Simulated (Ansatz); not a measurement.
Born–Oppenheimer molecular dynamics of H4O2Sn (7 atoms, charge 0, multiplicity 1). It starts from a relaxed structure.

Level of theory: RKS PBE/def2-SVP (Ansatz).

```
ensemble        : NVT, Langevin thermostat
time step       : 0.5 fs
steps asked     : 166
set temperature : 400 K
friction        : 0.02 /fs
seed            : 914843
```

First frame:

```xyz
7
Properties=species:S:1:pos:R:3
Sn -0.093 -0.159 0.223
H 0.015 0.078 1.916
O 1.817 -0.140 -0.411
H 1.876 -0.472 -1.327
O -1.053 1.482 -0.435
H -1.285 1.391 -1.379
H -0.888 -1.584 -0.375
```

Question: How far do the bonds stretch over the last three quarters of this one trajectory? (Pairs bonded in most of those frames.)

Answer: 
| bond | mean (Å) | spread (Å) | shortest | longest |
| --- | --- | --- | --- | --- |
| Sn1–H2 | 1.736 | 0.031 | 1.66 | 1.80 |
| Sn1–O3 | 2.029 | 0.055 | 1.94 | 2.10 |
| Sn1–O5 | 2.021 | 0.027 | 1.98 | 2.06 |
| Sn1–H7 | 1.734 | 0.027 | 1.68 | 1.78 |
| O3–H4 | 0.979 | 0.024 | 0.94 | 1.03 |
| O5–H6 | 0.982 | 0.018 | 0.94 | 1.02 |

Mean temperature of the second half: 382 K. A run of 0.083 ps of so small a system gives no equilibrium averages.

The run took 4.9 min on 1 thread of Arm Neoverse V1, with other jobs on the host, peak memory 0.14 GiB.
